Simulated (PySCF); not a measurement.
Geometry:
| atom | x (Å) | y (Å) | z (Å) |
| --- | --- | --- | --- |
| Si1 | 0.141 | 1.841 | -1.179 |
| C2 | 0.257 | 0.311 | -0.025 |
| C3 | -0.967 | 0.286 | 0.863 |
| C4 | -2.205 | -0.448 | 0.454 |
| C5 | -1.385 | -0.947 | 1.606 |
| C6 | 1.513 | 0.478 | 0.783 |
| C7 | 2.494 | -0.363 | 0.497 |
| O8 | 2.263 | -1.315 | -0.460 |
| Si9 | 0.713 | -1.271 | -1.017 |
| H10 | 1.348 | 1.940 | -1.999 |
| H11 | 0.020 | 3.047 | -0.355 |
| H12 | -1.051 | 1.709 | -2.019 |
| H13 | -1.124 | 1.221 | 1.394 |
| H14 | -3.167 | -0.004 | 0.661 |
| H15 | -2.174 | -1.010 | -0.468 |
| H16 | -0.807 | -1.849 | 1.472 |
| H17 | -1.781 | -0.835 | 2.604 |
| H18 | 1.596 | 1.246 | 1.532 |
| H19 | 3.481 | -0.401 | 0.928 |
| H20 | 0.755 | -1.087 | -2.464 |
| H21 | 0.070 | -2.532 | -0.653 |

[PySCF: GFN2-xTB geometry; GIAO PBE0/pcSseg-1 shieldings; no solvent model; relativity neglected; one conformer; equivalent nuclei averaged]

**Question.** Predict the 2D correlation tables (HSQC, COSY, HMBC).

**Answer.** 

HSQC (one-bond C–H):
```csv
δH,δC
6.49 (H19),153.0 (C7)
5.28 (H18),117.7 (C6)
1.00 (H13),16.9 (C3)
0.74 (H14),8.7 (C4)
0.53 (H17),6.0 (C5)
0.49 (H16),6.0 (C5)
-0.33 (H15),8.7 (C4)
```

COSY cross peaks (H two or three bonds apart, from the bond graph; peaks can be absent where the dihedral angle is near 90°):
```csv
δH,δH
6.49 (H19),5.28 (H18)
5.12 (H21),5.00 (H20)
1.00 (H13),0.74 (H14)
1.00 (H13),0.53 (H17)
1.00 (H13),0.49 (H16)
1.00 (H13),-0.33 (H15)
0.74 (H14),0.53 (H17)
0.74 (H14),0.49 (H16)
0.74 (H14),-0.33 (H15)
0.53 (H17),0.49 (H16)
0.53 (H17),-0.33 (H15)
0.49 (H16),-0.33 (H15)
```

HMBC (two and three bonds, from the bond graph):
```csv
δH,δC
6.49 (H19),"117.7 (C6), 30.5 (C2)"
5.28 (H18),"153.0 (C7), 30.5 (C2), 16.9 (C3)"
5.12 (H21),"153.0 (C7), 117.7 (C6), 30.5 (C2), 16.9 (C3)"
5.00 (H20),"153.0 (C7), 117.7 (C6), 30.5 (C2), 16.9 (C3)"
3.99 (H10/H11/H12),"117.7 (C6), 30.5 (C2), 16.9 (C3)"
1.00 (H13),"117.7 (C6), 30.5 (C2), 8.7 (C4), 6.0 (C5)"
0.74 (H14),"30.5 (C2), 16.9 (C3), 6.0 (C5)"
0.53 (H17),"30.5 (C2), 16.9 (C3), 8.7 (C4)"
0.49 (H16),"30.5 (C2), 16.9 (C3), 8.7 (C4)"
-0.33 (H15),"30.5 (C2), 16.9 (C3), 6.0 (C5)"
```

Shifts are taken against calculated references (same method and geometry level): TMS for 1H, 13C.

Short H···H contacts in this conformer between protons four or more bonds apart (candidates for NOE cross peaks, intensity ∝ r⁻⁶): H16···H21 2.40 Å, H15···H21 2.72 Å, H13···H18 2.72 Å, H11···H13 2.78 Å.

Shifts are as computed. Against solution values, carbons near 30 ppm lie about +3 ppm off and those near 130 ppm about +5 ppm. Of 1211 compounds with measured shifts, 218 miss one by over three times the rms of a fit or turn the order of signals round; such compounds aren't used in these exercises.
